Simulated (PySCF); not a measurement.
Species: C₆H₇FO.
Structure used (GFN2-xTB), in Å, numbered top down from 1:
```
atom  x, y, z in Å
C1     2.842    1.310   -0.295
C2     1.986    0.467   -0.280
C3     0.997   -0.578   -0.269
O4     1.191   -1.668   -0.747
C5    -0.304   -0.159    0.395
C6    -0.941    0.992   -0.389
C7    -1.249   -1.355    0.485
F8    -2.336   -1.037    1.261
H9     3.581    2.058   -0.303
H10   -0.076    0.188    1.410
H11   -1.126    0.691   -1.419
H12   -0.290    1.863   -0.390
H13   -1.890    1.261    0.070
H14   -1.629   -1.636   -0.502
H15   -0.760   -2.216    0.952
```

The calculation used PySCF, TDDFT B3LYP/def2-SVPD, vertical, gas phase, core orbitals frozen in the response.

Kohn–Sham orbitals with the atoms that hold most of them (Löwdin shares over 4%, at most four atoms; ? is withheld):

```csv
orbital,ε (eV),atoms
LUMO+2,0.36,"C1 25%, C6 12%, C2 12%, H10 7%"
LUMO+1,0.02,"C1 34%, C2 32%, H9 10%, C3 7%"
LUMO,-2.31,?
HOMO,?,?
HOMO-1,-8.69,"C1 41%, C2 38%, C5 4%"
HOMO-2,-8.79,"C2 37%, C1 37%, O4 12%, C3 6%"
HOMO-3,-9.40,"F8 33%, C7 22%, H15 14%, C5 10%"
```

(1) Give the leading atoms of the HOMO.

(2) Which atoms hold the LUMO, and with what shares?

(3) What is the HOMO energy, and the HOMO–LUMO gap?

Answers

(1) O4 (bonded to C) 62%; C3 (bonded to 2 C and O) 11%; C5 (bonded to 3 C and H) 10%; C2 (bonded to 2 C) 7%. By element: oxygen 62%, carbon 28% or more.

(2) O4 (bonded to C) 27%; C3 (bonded to 2 C and O) 26%; C1 (bonded to C and H) 20%; C2 (bonded to 2 C) 14%. By element: carbon 61% or more, oxygen 27%.

(3) ε(HOMO) = -7.85 eV; the gap is 5.53 eV (0.2034 hartree).

Q: How does S1 compare with the orbital gap of 5.53 eV?

A: S1 is at 3.88 eV (f = 0.0003), 1.66 eV below the gap, made of HOMO→LUMO (98%). Without the coupling terms of the response equations the lowest excitation would equal the gap.

Q: One configuration dominates each of S1, S2, S3, S6 and S7. Which, and how do the shares of the two leading atoms of either orbital change from the occupied to the empty one?

A: 
- S1 (3.88 eV, f 0.0003), HOMO→LUMO (98%): O4 62% → 27%, C3 11% → 26%
- S2 (4.91 eV, f 0.0001), HOMO-1→LUMO (96%): C1 41% → 20%, C2 38% → 14%, O4 at most 4% → 27%, C3 at most 4% → 26%
- S3 (5.78 eV, f 0.097), HOMO-2→LUMO (79%): C2 37% → 14%, C1 37% → 20%, O4 12% → 27%, C3 6% → 26%
- S6 (6.82 eV, f 0.0058), HOMO→LUMO+1 (92%): O4 62% → at most 8%, C3 11% → 7%, C1 at most 7% → 34%, C2 7% → 32%
- S7 (7.08 eV, f 0.0002), HOMO-2→LUMO+1 (90%): C2 37% → 32%, C1 37% → 34%

Löwdin shares depend on the basis, the more so with diffuse functions.

The run took 70 s on an Arm Neoverse N1 with one thread, no GPU, on a shared host, and the process peaked at 0.84 GiB of memory.

One conformer stands for the species.
